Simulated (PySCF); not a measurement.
## Unknowns

- geometry: GFN2-xTB
- PBE0/pcSseg-1 with gauge-including orbitals
- code: PySCF
- no solvent, one conformer, relativity neglected, one averaged value for each set of equivalent atoms

Chemical shifts δ = σref − σ; ¹H, ¹³C against TMS, all at this level. Splittings of carbon signals by F and P are missing where no couplings were computed. Where no couplings were computed, multiplicities follow the n + 1 count of equivalent neighbours, and m marks all less simple cases (inequivalent or close neighbours, rings, F or P nearby). Shifts are as computed. Against solution values, carbons near 30 ppm lie about +3 ppm off and those near 130 ppm about +5 ppm. Of 1211 compounds with measured shifts, 218 miss one by over three times the rms of a fit or turn the order of signals round; such compounds aren't used in these exercises.

Question: C6H6FN3. ¹H NMR (300 MHz, computed): δ 4.96 (d, 2H), 2.50 (s, 3H), 1.85 (t, 1H). ¹³C{¹H} NMR (computed): δ 170.6 (C), 133.4 (C), 82.5 (C), 82.1 (CH), 46.1 (CH2), 11.1 (CH3). Identify the compound.

Answer: `InChI=1S/C6H6FN3/c1-3-4-10-8-5(2)6(7)9-10/h1H,4H2,2H3`. Rings plus π bonds: 5 (1 ring in the answer). 6 carbon signals for 6 carbons: no two carbons are equivalent. Carbon types of the structure: 3 × C, 1 × CH, 1 × CH2, 1 × CH3, which accounts for all hydrogens. δC 170.6: aromatic carbon bearing fluorine; an ipso carbon deshielded by its heteroatom. δC 133.4: substituted aromatic carbon next to a ring nitrogen. δC 82.5: alkyne carbon; the triple bond shields along its axis, which puts it between sp3 and sp2 carbons. δC 82.1: terminal alkyne carbon; the triple bond shields along its axis, which puts it between sp3 and sp2 carbons.

The shifts were computed for this structure.

Question: C4H12O3Si. ¹H NMR (500 MHz, computed): δ 3.77 (s, 9H), -0.06 (s, 3H). ¹³C{¹H} NMR (computed): δ 52.2 (CH3), -8.4 (CH3). What is it?

Answer: `InChI=1S/C4H12O3Si/c1-5-8(4,6-2)7-3/h1-4H3`. The formula gives 0 degrees of unsaturation. 2 carbon signals for 4 carbons: some carbons are equivalent by symmetry or fast rotation. Carbon types of the structure: 4 × CH3, which accounts for all hydrogens. δC 52.2: methyl carbon bonded to O; the inductive effect lowers its shielding. δC -8.4: methyl carbon bonded to Si; an electropositive neighbour leaves it electron-rich and shielded. δH 3.77: hydrogen on a methyl carbon bonded to O; its carbon carries O, which withdraws density. δH -0.06: hydrogen on a methyl carbon bonded to Si; an electropositive neighbour shields it, as in TMS itself.

The data come from this structure; uniqueness wasn't tested.
